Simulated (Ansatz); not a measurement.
Energy difference R1 → P1 + P2, each structure at its B3LYP-D3(BJ)/def2-TZVP stationary point, reached from a drawn start (curvature not checked).
R1: BCl2 (SMILES Cl[B]Cl), charge 0, multiplicity 2.
P1: BCl (SMILES [B]Cl), charge 0, multiplicity 1.
P2: Cl atom, charge 0, multiplicity 2.

P less R. No zero-point or thermal terms; singlets are restricted closed shells; open shells are unrestricted; no spin–orbit coupling.

Programs: Ansatz (Gaussian orbitals). All values are computed, each at the level named.

Task: Give the reaction energy at the level PBE0/def2-TZVPP.

Result: 3.86 eV

Task: Estimate the reaction energy that wB97X-V/def2-TZVPP returns for this input.

Result: 3.63 eV

Task: What is the computed reaction energy (revPBE/def2-TZVPP)?

Result: 3.67 eV

Ansatz is an electronic-structure program.
